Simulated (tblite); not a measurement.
Si15P35H45 (flake black phosphorene) at step 8 of a GFN2-xTB optimisation (tblite, gas phase), coordinates in Å:

```
  1 P    -3.588   -1.215   -0.405
  2 P    -3.464   -1.224   -4.828
  3 P    -5.096   -1.277    1.207
  4 P    -5.176   -1.183   -3.450
  5 P    -3.494   -1.308    3.974
  6 P    -3.638    0.895   -1.091
  7 P    -5.112    0.942   -2.745
  8 P    -3.517    0.801    3.237
  9 P    -5.175    0.864    1.790
 10 P     6.290   -1.217   -0.474
 11 P     2.977   -1.220   -0.439
 12 P     4.651   -1.153    1.010
 13 P     2.972   -1.160   -4.730
 14 P     4.610   -1.284   -3.289
 15 P    -0.282   -1.230   -0.459
 16 P     1.339   -1.235    1.017
 17 P    -0.258   -1.086   -4.792
 18 P     1.322   -1.184   -3.279
 19 P    -1.905   -1.199    1.008
 20 P    -1.863   -1.207   -3.305
 21 P     2.973   -1.337    3.844
 22 P    -0.281   -1.216    3.882
 23 P     1.370   -1.194    5.325
 24 P    -1.859   -1.157    5.409
 25 P     6.320    0.912   -1.040
 26 P     4.684    0.834   -2.524
 27 P     3.021    0.892   -1.044
 28 P     1.335    0.880   -2.442
 29 P    -0.285    0.891   -0.949
 30 P    -1.899    0.858   -2.440
 31 P     4.588    0.977    1.659
 32 P     2.965    0.779    3.115
 33 P     1.388    0.874    1.576
 34 P    -0.257    0.850    3.030
 35 P    -1.957    0.898    1.651
 36 Si   -3.706    0.824   -5.817
 37 H    -3.516    1.887   -4.810
 38 H    -5.032    0.967   -6.460
 39 H    -2.646    0.826   -6.831
 40 Si   -6.992   -1.676    0.050
 41 H    -8.021   -0.663    0.367
 42 H    -7.673   -2.916    0.462
 43 H    -6.688   -1.792   -1.389
 44 Si   -6.869   -1.119   -4.957
 45 H    -7.553    0.200   -4.930
 46 H    -7.802   -2.183   -4.529
 47 H    -6.307   -1.433   -6.288
 48 Si   -5.116   -1.235    5.547
 49 H    -5.244    0.055    6.266
 50 H    -4.881   -2.306    6.524
 51 H    -6.396   -1.531    4.889
 52 Si   -7.028    1.390   -1.652
 53 H    -8.028    0.394   -2.089
 54 H    -7.553    2.727   -1.989
 55 H    -6.666    1.465   -0.225
 56 Si   -6.922    0.876    3.221
 57 H    -7.643   -0.414    3.186
 58 H    -7.854    1.962    2.880
 59 H    -6.414    1.225    4.560
 60 Si    8.037   -1.248    0.935
 61 H     8.413    0.121    1.344
 62 H     9.208   -1.833    0.264
 63 H     7.647   -2.131    2.046
 64 Si    3.244    0.902   -5.648
 65 H     3.063    1.923   -4.597
 66 H     2.224    0.979   -6.703
 67 H     4.568    1.043   -6.283
 68 Si    6.248   -1.260   -4.853
 69 H     5.750   -1.633   -6.193
 70 H     7.252   -2.224   -4.357
 71 H     6.839    0.082   -5.067
 72 Si   -0.264    1.065   -5.471
 73 H     0.787    1.897   -4.875
 74 H    -1.328    1.885   -4.885
 75 H    -0.254    1.051   -6.949
 76 Si    4.582   -1.317    5.441
 77 H     5.888   -1.264    4.784
 78 H     4.638   -2.658    6.040
 79 H     4.502   -0.214    6.436
 80 Si    1.594    0.911    6.180
 81 H     2.899    1.548    5.894
 82 H     1.304    0.798    7.625
 83 H     0.658    1.795    5.470
 84 Si   -2.053    0.951    6.219
 85 H    -1.075    1.017    7.308
 86 H    -3.379    1.221    6.800
 87 H    -1.793    1.938    5.158
 88 Si    8.047    0.966   -2.493
 89 H     8.334   -0.375   -3.035
 90 H     9.273    1.345   -1.768
 91 H     7.712    1.956   -3.541
 92 Si    6.266    1.089    3.168
 93 H     5.774    1.369    4.532
 94 H     7.256    2.105    2.768
 95 H     6.990   -0.183    3.310
```

(1) What are the forces on the atoms (eV/Å)?

Answers

(1) 
```
  1 P    -0.17   -0.19   -0.04
  2 P    -0.29    0.10    0.21
  3 P    -0.12   -0.04   -0.01
  4 P     0.04    0.20    0.03
  5 P     0.07    0.09    0.17
  6 P     0.05   -0.11   -0.15
  7 P     0.07   -0.07   -0.02
  8 P    -0.21   -0.01   -0.14
  9 P     0.00   -0.19    0.06
 10 P     0.01    0.03    0.06
 11 P     0.19   -0.18    0.02
 12 P     0.17   -0.08    0.15
 13 P     0.13   -0.06    0.10
 14 P    -0.04    0.12   -0.13
 15 P    -0.02   -0.15    0.01
 16 P     0.09   -0.24    0.03
 17 P     0.00    0.06    0.19
 18 P     0.09    0.18   -0.06
 19 P    -0.14   -0.26    0.07
 20 P    -0.12    0.18   -0.15
 21 P    -0.01    0.09    0.18
 22 P     0.06    0.25    0.11
 23 P     0.10    0.00   -0.08
 24 P    -0.05   -0.05   -0.08
 25 P    -0.10   -0.11   -0.19
 26 P     0.03    0.04   -0.04
 27 P    -0.06   -0.07   -0.17
 28 P     0.02    0.25   -0.07
 29 P     0.03   -0.11   -0.27
 30 P    -0.08    0.19   -0.07
 31 P    -0.03   -0.06    0.18
 32 P     0.14    0.10    0.01
 33 P    -0.17   -0.16    0.30
 34 P    -0.04    0.32    0.18
 35 P     0.09   -0.10    0.21
 36 Si   -0.01    0.15   -0.18
 37 H    -0.07   -0.01   -0.36
 38 H     0.15   -0.17    0.20
 39 H    -0.22   -0.02   -0.05
 40 Si   -0.41   -0.14   -0.14
 41 H     0.19   -0.01   -0.05
 42 H     0.39   -0.02    0.11
 43 H    -0.13    0.01    0.27
 44 Si   -0.08    0.02   -0.09
 45 H     0.17   -0.26   -0.03
 46 H     0.15    0.17   -0.01
 47 H    -0.14    0.07    0.19
 48 Si   -0.23   -0.14    0.20
 49 H     0.03   -0.27   -0.11
 50 H     0.17    0.09   -0.10
 51 H     0.13   -0.02    0.00
 52 Si   -0.21    0.11    0.07
 53 H     0.10    0.16    0.14
 54 H     0.26   -0.14   -0.19
 55 H    -0.25   -0.04   -0.12
 56 Si   -0.23    0.07    0.18
 57 H     0.10    0.24   -0.01
 58 H     0.15   -0.09   -0.24
 59 H    -0.07   -0.06   -0.14
 60 Si    0.32   -0.04    0.13
 61 H     0.00   -0.21   -0.04
 62 H    -0.19    0.01   -0.12
 63 H     0.07    0.10   -0.08
 64 Si    0.04    0.22   -0.17
 65 H     0.07    0.03   -0.31
 66 H     0.20   -0.04    0.04
 67 H    -0.09   -0.16    0.21
 68 Si    0.14    0.01   -0.29
 69 H    -0.05   -0.12    0.28
 70 H    -0.16    0.13   -0.10
 71 H    -0.07   -0.18    0.10
 72 Si    0.02    0.64    0.02
 73 H     0.30   -0.14   -0.28
 74 H    -0.26   -0.14   -0.27
 75 H     0.03   -0.06    0.36
 76 Si    0.32   -0.14    0.12
 77 H    -0.02    0.05   -0.06
 78 H    -0.37    0.12    0.09
 79 H    -0.04   -0.36   -0.20
 80 Si    0.03    0.35   -0.03
 81 H    -0.06   -0.24    0.24
 82 H     0.16   -0.06   -0.31
 83 H     0.01    0.04    0.18
 84 Si    0.01    0.31    0.17
 85 H    -0.10   -0.03   -0.03
 86 H     0.11   -0.15   -0.15
 87 H     0.03    0.08    0.27
 88 Si    0.28   -0.08   -0.08
 89 H    -0.03    0.18    0.01
 90 H    -0.24    0.11    0.07
 91 H     0.07   -0.18    0.22
 92 Si    0.25    0.04    0.26
 93 H    -0.09    0.17   -0.25
 94 H    -0.28   -0.04   -0.08
 95 H    -0.04    0.14   -0.05
```
